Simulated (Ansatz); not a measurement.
Reaction (ligand exchange at the Si–O bond): `B[SiH](O)OC` + H–F → `B[SiH](O)F` + CH₃OH

Program: Ansatz. Geometries: PBE0-D4/def2-TZVP. ΔE: electronic, gas phase. CBS: MP2 limit from def2 TZ/QZ plus the TZ coupled-cluster correction, frozen cores. This one scheme is used for every species. Functionals use def2-TZVPP. B3LYP here is the variant with VWN-RPA as its local correlation; programs differ in this. Each species was taken in one conformer, which may not be the lowest.

```
             level  ΔE (kJ/mol)  difference from CCSD(T)/CBS
            PBE-D4        -38.5                         -1.4
         r2SCAN-D4        -42.4                         -5.3
           PBE0-D4        -38.1                         -1.0
          B3LYP-D4        -39.7                         -2.6
           ωB97X-V        -41.7                         -4.6
           ωB97M-V        -40.7                         -3.6
            B2PLYP        -43.1                         -6.0
               PBE        -43.7                         -6.6
            r2SCAN        -44.0                         -6.9
              PBE0        -42.8                         -5.7
             B3LYP        -47.8                        -10.7
     HF/def2-TZVPP        -50.8                        -13.7
    MP2/def2-TZVPP        -34.2                          2.9
SCS-MP2/def2-TZVPP        -38.5                         -1.4
   CCSD/def2-TZVPP        -39.1                         -2.0
CCSD(T)/def2-TZVPP        -36.8                          0.3
     HF/def2-QZVPP        -51.8                        -14.7
    MP2/def2-QZVPP        -34.7                          2.4
SCS-MP2/def2-QZVPP        -38.9                         -1.8
      HF/CBS(def2)        -51.9                        -14.8
     MP2/CBS(def2)        -34.5                          2.6
    CCSD/CBS(def2)        -39.4                         -2.3
       CCSD(T)/CBS        -37.1                            0
```

Largest T1 diagnostic among the species: 0.012.

The D4 term adds +8.1 kJ/mol with B3LYP and +4.6 kJ/mol with PBE0; it sums over pairs of atoms, weighted by their polarisabilities, and B3LYP, whose exchange is more repulsive, gets the larger term. In def2-TZVPP, CCSD(T) changes the Hartree–Fock value by +14.0 kJ/mol (the triples alone add +2.3 kJ/mol) and MP2 by +16.6 kJ/mol.
